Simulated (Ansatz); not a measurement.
```yaml
crystal:
  periodic: [false, false, false]
  atoms:
    - {symbol: Si, position_ang: [0.099340, 0.961852, -0.205212]}
    - {symbol: C, position_ang: [0.046495, -0.851162, 0.327734]}
    - {symbol: Cl, position_ang: [1.338123, -1.758558, -0.468899]}
    - {symbol: I, position_ang: [-1.902030, -1.645364, -0.109172]}
    - {symbol: H, position_ang: [-0.137972, 1.020738, -1.665179]}
    - {symbol: H, position_ang: [-0.953345, 1.699784, 0.535723]}
    - {symbol: H, position_ang: [1.439275, 1.509032, 0.129446]}
    - {symbol: H, position_ang: [0.162313, -0.993423, 1.399658]}
basis:
  gaussian: {orbitals: STO-3G}
magnetization: {spin_polarized: true, initial_magnetization: 2}
hamiltonian: {xc: {name: PBE0-DH}}
output: {forces: true}
```

```sh
$ ansatz run in.yaml --threads 4 --pin off --events-out ev --progress --plain --max-ram 10444MiB
```

Shortened log:

```
Functional definition: PBE0-DH
610 factors; integrals over basis functions are off by at most 3.0e-5 eV
mean field evaluation 1: about -207711.5755 eV, gradient 1.3e1 eV
mean field evaluation 2: about -207711.6193 eV, gradient 1.3e1 eV
mean field evaluation 4: about -207713.8606 eV, gradient 1.9e0 eV
mean field evaluation 8: about -207714.0215 eV, gradient 1.7e-1 eV
mean field evaluation 16: about -207714.0243 eV, gradient 5.1e-3 eV
mean field -207714.02431886 eV, -7633.3496000956 hartree, gradient 4.6e-6 eV, S^2 2.002830; 5 other end points of the search recorded, 0 dependent functions left out
29 core orbitals not correlated: weight in the atoms' cores, before any rotation towards them, 1.000 or more for the frozen orbitals, at most 0.000 for the correlated occupied ones
reference -207714.02432927 eV, -7633.3496004782 hartree; 19, 17 occupied and 6, 8 virtual orbitals, 610 factors
second order -3.37922760 eV of doubles, -0.00000000 eV of singles
Total energy: -207714.44673272 eV, -7633.3651235186 hartree
Atom 0 at     0.099340     0.961852    -0.205212 Å, force     0.368734     0.726477     0.208451 eV/Å
Atom 1 at     0.046495    -0.851162     0.327734 Å, force     5.030989     3.523632     1.545248 eV/Å
Atom 2 at     1.338123    -1.758558    -0.468899 Å, force     2.134998    -0.994538    -0.870347 eV/Å
Atom 3 at    -1.902030    -1.645364    -0.109172 Å, force    -7.576299    -2.867488    -1.435836 eV/Å
Atom 4 at    -0.137972     1.020738    -1.665179 Å, force     0.137756     0.064148     1.128232 eV/Å
Atom 5 at    -0.953345     1.699784     0.535723 Å, force     0.828139    -0.480896    -0.682171 eV/Å
Atom 6 at     1.439275     1.509032     0.129446 Å, force    -1.102875    -0.253060    -0.352611 eV/Å
Atom 7 at     0.162313    -0.993423     1.399658 Å, force     0.178558     0.281725     0.459035 eV/Å
Dipole moment:    -0.534697     0.249995     0.202578 e Å
```

It took 9.1 s on 4 threads of a server CPU on a shared host, with 0.42 GiB of host memory at the peak.
